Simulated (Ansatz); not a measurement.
Job for Ansatz (a first-principles code): R-B3LYP/def2-TZVPP on Cl3Ga (SMILES [Cl][Ga]([Cl])[Cl]), atoms moved off the minimum.

Ansatz 0.2 input:
```yaml
crystal:
  periodic: [false, false, false]
  atoms:
    - {symbol: Ga, position_ang: [0.00170540, 0.01008502, -0.02060388]}
    - {symbol: Cl, position_ang: [-1.90525354, -1.17340137, -0.17845506]}
    - {symbol: Cl, position_ang: [0.10157952, 2.07250764, -0.77051405]}
    - {symbol: Cl, position_ang: [1.67394172, -0.84655708, 1.00943847]}
basis:
  gaussian:
    orbitals: def2-TZVPP
hamiltonian:
  xc: {name: B3LYP}
scf: {lower_state_search: off}
output: {forces: true}
```

Program output:

```
WARN ansatz: RAYON_NUM_THREADS=4 ignored (pool sized by the plan → 4); use --threads N
Functional definition: B3LYP
these checks for a lower state are left out or cut short: stability, starts, cluster_reference, orbital_swaps, neighbouring_geometries, increment
integrals: 0.12 GiB planned
1342 factors; their error is unknown
mean field: 1.05 GiB planned
mean field evaluation 1: about -89951.7452 eV, gradient 3.5e1 eV
mean field evaluation 2: about -89948.7143 eV, gradient 5.8e1 eV
mean field evaluation 4: about -89953.8100 eV, gradient 9.0e-1 eV
mean field evaluation 8: about -89954.0325 eV, gradient 5.0e-2 eV
mean field evaluation 16: about -89954.0325 eV, gradient 6.0e-6 eV
mean field -89954.03254023 eV, -3305.7497228202 hartree, gradient 6.0e-6 eV, S^2 0.000000; 0 other end points of the search recorded, 0 dependent functions left out
the calculation of the forces begins
reference -89954.03279908 eV, -3305.7497323327 hartree; 41, 41 occupied and 133, 133 virtual orbitals, 1342 factors
Total energy: -89954.03279908 eV, -3305.7497323327 hartree
Atom 0 at     0.001705     0.010085    -0.020604 Å, force    -1.011929     0.048418    -0.165220 eV/Å
Atom 1 at    -1.905254    -1.173401    -0.178455 Å, force     1.291201     0.818013     0.051411 eV/Å
Atom 2 at     0.101580     2.072508    -0.770514 Å, force    -0.068950    -0.965836     0.293208 eV/Å
Atom 3 at     1.673942    -0.846557     1.009438 Å, force    -0.210322     0.099404    -0.179399 eV/Å
Dipole moment:     0.093889     0.002040    -0.010150 e Å
Checks for a lower state left out: stability, starts, cluster_reference, orbital_swaps, neighbouring_geometries, increment
```

Self-consistency was reached.

Cost: around 5 core-seconds (rough).
